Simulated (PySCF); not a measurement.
**Be (beryllium, neutral): UHF calculation**

Configuration: [He] 2s2, closed-shell 1S. All numbers are calculated (PySCF 2.14, no relativity, point nucleus, in aug-cc-pVDZ (4s3p2d, 23 functions)).

- Total energy: -14.572380 hartree
- One-electron energy: -19.0594 hartree
- Hartree (Coulomb) energy: 7.1534 hartree
- Exchange energy: -2.6664 hartree
- Kinetic energy: 14.56973 hartree
- ⟨S²⟩: 0.0000
- ⟨L²⟩: 0.000
- Sum of ⟨r⟩: 6.136 bohr
- Sum of ⟨r²⟩: 17.37 bohr²
- Density at the nucleus (Gaussians lack the cusp): 33.9 bohr⁻³
- Langevin diamagnetic susceptibility: -13.8 ×10⁻⁶ cm³/mol
- Time after the integrals: 0.06 s of wall time on 1 thread of Neoverse-N1 (shared host)

| shell | electrons | mean orbital energy (hartree) | rms radius, mean of both spins (bohr) |
| --- | --- | --- | --- |
| 1s | 2 | -4.73329 | 0.483 |
| 2s | 2 | -0.30938 | 2.91 |
